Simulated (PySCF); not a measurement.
Calculation: TPSSh-D3(BJ)/def2-TZVP // B3LYP-D3(BJ)/def2-TZVP in PySCF 2.14.0. Isolated molecules, 0 K electronic values unless said otherwise. One relaxed conformer stands for a flexible species; it need not be the lowest. Excitations are Tamm–Dancoff values on a coarser integration grid. The basis has no diffuse functions, so Rydberg states are missing or too high.

Reference species (SMILES): `[SiH2](C=O)[SiH3]` (O–C–Si–Si torsion 94°) (neutral, multiplicity 1).

```json
{
 "T1 excitation (TDA)": "2.55 eV",
 "HOMO": "-6.30 eV",
 "S1–T1 gap (TDA)": "0.77 eV"
}
```

Changed species: `[SiH3]C(=O)[SiH3]`.

Task: Give the shifts of the T1 excitation (TDA), HOMO and S1–T1 gap (TDA).

Result: the T1 excitation (TDA) decreases by 0.71 eV, to 1.84 eV; the HOMO rises by 0.49 eV, to -5.81 eV; the S1–T1 gap (TDA) is nearly the same.
